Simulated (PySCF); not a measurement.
## Computed properties of CH3FO3Si, SMILES O=CO[Si@@H](O)F

CH3FO3Si, SMILES O=CO[Si@@H](O)F. Coordinates come from a ωB97X-D3(BJ)/def2-SVP optimisation. The structure was generated by enumeration; whether it is a known compound was not checked. The values are those of a single conformer. All values are computed for the isolated molecule unless a solvent is named; none is compared with measurement here.

**Structure.** All 21 harmonic modes at ωB97X-D3(BJ)/def2-SVP (PySCF) are real, so it is a minimum. With heavy atoms numbered as in [O:1]=[CH:2][O:3][Si@@H:4]([OH:5])[F:6], the shortest bond between them is O1–C2 at 1.204 Å and the longest O3–Si4 at 1.706 Å.

**Vibrations.** The strongest infrared lines (harmonic, unscaled, degenerate partners summed) lie at 1276 cm⁻¹ (469 km/mol, O 49 %, C 42 %), 1853 cm⁻¹ (330 km/mol, C 59 %, O 38 %), 907 cm⁻¹ (285 km/mol, Si 36 %, O 24 %, H 21 %, F 19 %). The softest mode is at 52 cm⁻¹ and the zero-point energy is 32.8 kcal/mol.

**Electronic structure.** HF/def2-TZVP (PySCF) places the frontier levels at -13.27 and 3.45 eV, a gap of 16.72 eV, and gives a dipole moment of 2.36 D and a mean polarisability of 37.4 bohr³. PBE/def2-TZVP (PySCF) at the same geometry gives -7.26 and -1.97 eV, so its gap is 11.43 eV narrower. An orbital gap is neither the optical nor the fundamental gap.

**Excitations.** TDDFT-M06-2X/def2-SVPD (PySCF) has S1 at 5.56 eV (223 nm, f = 0.001, dark); the most intense of the 10 singlets computed lies at 8.37 eV (f = 0.10). T1 (TDA) is at 5.18 eV. TDDFT-PBE/def2-SVPD (PySCF) puts S1 at 5.47 eV. No vertical singlet excitation falls in the visible range (under 3.1 eV).

**NMR.** GIAO shifts at PBE0/pcSseg-1 (PySCF) (non-relativistic, atoms alike by connectivity averaged): ¹³C at 170.3 ppm against TMS; ¹H from 4.6 to 8.2 ppm against TMS; ²⁹Si at -46.8 ppm against TMS; ¹⁹F at -137.3 ppm against CFCl3.

**Solvation.** SMD-B3LYP/6-31G* (PySCF) gives -3.1 kcal/mol in water, -3.6 kcal/mol in ethylethanoate, -2.9 kcal/mol in chlorobenzene (1 M in both phases, gas-phase geometry); of these solvents ethylethanoate holds the molecule best.
